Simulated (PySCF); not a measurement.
Computed shifts of a molecule C4H6Si, PBE/pcSseg-1 (PySCF), GIAO, gas phase, atoms alike by connectivity averaged where their shifts nearly agree, in ppm (number of nuclei): ¹³C: 146.2 (1), 139.8 (1), 103.7 (1), 84.4 (1). ²⁹Si: -67.3 (1). ¹H: 6.62 (1), 6.62 (1), 6.52 (1), 5.08 (1), 4.78 (1), 2.56 (1). References: ¹³C against TMS (σ = 182.0 ppm); ²⁹Si against TMS (σ = 335.4 ppm); ¹H against TMS (σ = 31.49 ppm), references at their B3LYP-D3(BJ)/def2-TZVP geometries, non-relativistic. The structure is a stationary point at PBE0-D3(BJ)/def2-SVP. One conformer was computed; it need not be the lowest.

**Question.** Which molecule gave these data?
(A) C#C[SiH2]C=C
(B) C#CC(=C)[SiH3]
(C) C#C/C=C/[SiH3]
(D) C=CC#C[SiH3]

**Answer.** A, C#C[SiH2]C=C
